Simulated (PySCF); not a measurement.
C5H11N (SMILES C/N=C\C(C)C), singlet, at a GFN2-xTB geometry; DF-PBE/def2-TZVPP run with PySCF.

Input for PySCF:
```python
from pyscf import gto, scf, dft

mol = gto.M(
    atom='''
C     2.33157418    0.22844444   -0.06114154
N     1.32759659    0.24569989   -1.09214993
C     0.10510534    0.10466868   -0.84785158
C    -0.60611874   -0.10523714    0.46407424
C    -1.33984555   -1.44688915    0.42393819
C    -1.59140576    1.04297636    0.68852528
H     2.36182565   -0.73374031    0.45664700
H     3.29439873    0.39684831   -0.54302109
H     2.16812636    1.01261526    0.68284214
H    -0.54925438    0.13680779   -1.71543435
H     0.11718068   -0.11984479    1.28479203
H    -1.86458621   -1.61844468    1.36158468
H    -2.06696132   -1.45712840   -0.38556214
H    -0.63817828   -2.26337499    0.26563661
H    -1.06856595    1.99679572    0.71884152
H    -2.12021451    0.90816737    1.62989377
H    -2.32280360    1.07762016   -0.11643840
''',
    basis='def2-tzvpp',
    verbose=4,
    max_memory=1800,
)

mf = dft.RKS(mol)
mf.xc = 'pbe'
mf = mf.density_fit(auxbasis='def2-universal-jkfit')
mf.kernel()
```

Output, abridged:

```
PySCF version 2.14.0

[INPUT] verbose = 4
[INPUT] num. atoms = 17
[INPUT] num. electrons = 48
[INPUT] charge = 0
[INPUT] spin (= nelec alpha-beta = 2S) = 0
[INPUT] symmetry False subgroup None
[INPUT] Mole.unit = angstrom
[INPUT] Symbol           X                Y                Z      unit          X                Y                Z       unit  Magmom
[...]
nuclear repulsion = 241.892535245029
number of shells = 132
number of NR pGTOs = 452
number of NR cGTOs = 340
basis = def2-tzvpp
ecp = {}

******** <class 'pyscf.df.df_jk.DFRKS'> ********
method = DFRKS
initial guess = minao
damping factor = 0
level_shift factor = 0
DIIS = <class 'pyscf.scf.diis.CDIIS'>
diis_start_cycle = 1
diis_space = 8
diis_damp = 0
SCF conv_tol = 1e-09
SCF conv_tol_grad = None
SCF max_cycles = 50
direct_scf = False
XC library pyscf.dft.libxc version 7.1.2
    S. Lehtola, C. Steigemann, M. J. T. Oliveira, and M. A. L. Marques,  SoftwareX 7, 1–5 (2018)
XC functionals = pbe
    J. P. Perdew, K. Burke, and M. Ernzerhof,  Phys. Rev. Lett. 77, 3865 (1996)
    J. P. Perdew, K. Burke, and M. Ernzerhof,  Phys. Rev. Lett. 78, 1396 (1997)
    J. P. Perdew, K. Burke, and M. Ernzerhof,  Phys. Rev. Lett. 77, 3865 (1996)
    J. P. Perdew, K. Burke, and M. Ernzerhof,  Phys. Rev. Lett. 78, 1396 (1997)
radial grids:
    Treutler-Ahlrichs [JCP 102, 346 (1995); DOI:10.1063/1.469408] (M4) radial grids

becke partition: Becke, JCP 88, 2547 (1988); DOI:10.1063/1.454033
pruning grids: <function nwchem_prune>
grids dens level: 3
symmetrized grids: False
atomic radii adjust function: <function treutler_atomic_radii_adjust>
small_rho_cutoff = 0
Set gradient conv threshold to 3.16228e-05
Initial guess from minao.
tot grids = 192384
init E= -251.856871653542
[...]
cycle= 1 E= -251.525634976772  delta_E= 0.331  |g|= 0.617  |ddm|= 2.94
[...]
cycle= 2 E= -251.383818541416  delta_E= 0.142  |g|= 0.964  |ddm|= 2.53
[...]
cycle= 3 E= -251.620745194037  delta_E= -0.237  |g|= 0.199  |ddm|= 1.95
[...]
cycle= 4 E= -251.627022642945  delta_E= -0.00628  |g|= 0.102  |ddm|= 0.203
[...]
cycle= 5 E= -251.629343937034  delta_E= -0.00232  |g|= 0.0189  |ddm|= 0.0898
[...]
cycle= 6 E= -251.629421400629  delta_E= -7.75e-05  |g|= 0.00659  |ddm|= 0.0177
[...]
cycle= 7 E= -251.629431164785  delta_E= -9.76e-06  |g|= 0.000441  |ddm|= 0.00465
[...]
cycle= 8 E= -251.629431205767  delta_E= -4.1e-08  |g|= 0.000184  |ddm|= 0.000686
[...]
cycle= 9 E= -251.629431213449  delta_E= -7.68e-09  |g|= 8.06e-05  |ddm|= 0.000288
[...]
cycle= 10 E= -251.62943121505  delta_E= -1.6e-09  |g|= 1.49e-05  |ddm|= 0.000113
[...]
cycle= 11 E= -251.629431215101  delta_E= -5.17e-11  |g|= 5.46e-06  |ddm|= 1.76e-05
[...]
Extra cycle  E= -251.629431215088  delta_E= 1.38e-11  |g|= 9.08e-06  |ddm|= 1.54e-05
converged SCF energy = -251.629431215088
```
